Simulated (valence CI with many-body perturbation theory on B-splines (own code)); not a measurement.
## Sensitivity of CI+MBPT for Au³⁸⁺

Calculated by valence CI with perturbative core correlation (CI+MBPT): five valence electrons over a frozen Dirac-Fock core [Kr], a basis of 6 s, 6 p, 5 d, 5 f, 1 g functions for each j, with the one-electron correlation potential Σ1 (screened to all orders), the two-electron term Σ2, the three-electron term Σ3, Breit, model QED; selected single and double excitations, second order for the rest, scaled by the run's own slope (own B-spline code, finite nucleus).

The last digits are not significant, and no measured levels were compared; by estimate large intervals hold to a few tenths of a per cent, small ones and those within an open d or f shell to about a per cent. Only levels of the ground parity were solved; by the run's estimate the other parity begins above the list, which can be wrong where configurations are misplaced.

The reference run has the lowest level (4d3/2^4 4d5/2) J=5/2 and an ionisation energy of 1759.76 eV. Its largest variational space holds 9996 state functions.

Levels are named by their leading jj configuration (3d3/2^4 stands for four electrons in 3d with j = 3/2), which in mixed levels can hold well under half, so a name can repeat and another be missing. Letters in brackets count levels of one name in rising energy.

Changed runs:
A. Davidson tolerance 2e-05 → 0.0003
B. correlating orbitals by l 3 3 3 3 1 → 4 4 0 0 0; scale of Σ1 1 → 0; scale of Σ2 1 → 0; three-electron term on → off
C. correlating orbitals by l 3 3 3 3 1 → 4 4 3 0 0
D. Davidson tolerance 2e-05 → 0.03 (bad on purpose)

Excitation energies of the reference run in cm⁻¹, and shifts in cm⁻¹:

| Level | Reference | A | B | C | D |
| --- | --- | --- | --- | --- | --- |
| (4d3/2^3 4d5/2^2) J=5/2 [a] | 158610 | 0 | -3893 | -538 | +0.2 |
| (4d3/2^3 4d5/2^2) J=7/2 [a] | 199512 | 0 | +682 | +247 | +0.1 |
| (4d3/2^3 4d5/2^2) J=3/2 [a] | 204361 | 0 | -470 | +299 | 0 |
| (4d3/2^3 4d5/2^2) J=11/2 | 208213 | 0 | +2065 | +76 | +0.4 |
| (4d3/2^3 4d5/2^2) J=9/2 | 222730 | 0 | +2783 | +551 | +0.4 |
| (4d3/2^3 4d5/2^2) J=5/2 [b] | 233168 | 0 | +2521 | +892 | +0.4 |
| (4d3/2^3 4d5/2^2) J=1/2 | 242744 | 0 | +1487 | +925 | 0 |
| (4d3/2^3 4d5/2^2) J=7/2 [b] | 248733 | 0 | +5081 | +1064 | +0.2 |
| (4d3/2^3 4d5/2^2) J=3/2 [b] | 302345 | 0 | +2520 | +1642 | 0 |
| (4d3/2^2 4d5/2^3) J=5/2 [a] | 355998 | 0 | -4643 | -334 | 0 |
| (4d3/2^2 4d5/2^3) J=7/2 [a] | 384274 | 0 | -1193 | +119 | +0.1 |
| (4d3/2^2 4d5/2^3) J=11/2 | 389954 | 0 | +118 | -122 | +0.3 |
| Ionisation energy (eV) | 1759.76 | 0 | -6.52 | -0.20 | 0 |

No effect on these energies: A.
